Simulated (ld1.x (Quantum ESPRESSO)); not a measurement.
## What one change does to a pseudopotential (P (Z = 15), TM)

P, norm-conserving Troullier–Martins (Kleinman–Bylander form), made with ld1.x (Quantum ESPRESSO) 7.5 (PBEsol, scalar-relativistic). Core [Ne], reference 3s2 3p3. Waves: 3p (bound): rc 1.20 bohr; 3s (bound): rc 1.40 bohr. Local part: the s channel. Core correction: none.

Change: core correction a·sin(br)/r model core inside 0.92 bohr.

Cutoffs: the cutoffs (Ry, on a coarse ladder) from which the occupation-weighted sum of valence levels, in a spherical-Bessel basis at the reference potential, stays within 10 and 1 mRy of its value at 400 Ry; they do not see the model core or the augmentation charge, which bear on the density cutoff. Errors are all-electron minus pseudo energies relative to the spin-unpolarised reference configuration.

**Question.** Predict the effect on cutoff, ghosts and configuration errors.

**Answer.** The potential gets neither clearly harder nor softer (70 Ry and 100 Ry → 70 Ry and 100 Ry); of the 7 tests that both files solve, the error grows in 1 and shrinks in 3 by more than 15 % and 0.3 meV (median size 3.9 → 3.4 meV); neither file shows a bound ghost. A model core, the more so a compact one, raises the density cutoff, which this test does not measure.

| quantity | base | changed |
| --- | --- | --- |
| cutoff, loose | 70 Ry | 70 Ry |
| cutoff, tight | 100 Ry | 100 Ry |
| bound ghosts | none | none |
| error for 3s2 3p2, meV [ΔE 9.70 eV] | +2.7 | +3.4 |
| error for 3s2 3p1, meV [ΔE 28.81 eV] | +17 | +19 |
| error for 3s2 3p0, meV [ΔE 58.52 eV] | +56 | +45 |
| error for 3s2 3p2.5, meV [ΔE 3.76 eV] | +0.5 | +0.6 |
| error for 3s2 3p3.3, meV [ΔE -1.30 eV] | +0.2 | +0.2 |
| error for 3s1 3p4, meV [ΔE 8.51 eV] | +3.9 | +1.9 |
| error for 3s1 3p0, meV [ΔE 110.43 eV] | +190 | +96 |
| s: phases at 1.55 bohr within 0.05 rad from the reference energy up to (Ry; the scan ends near 5) | to the end of the scan | to the end of the scan |
| p: phases at 1.55 bohr within 0.05 rad from the reference energy up to (Ry; the scan ends near 5) | 2.1 | 2.1 |
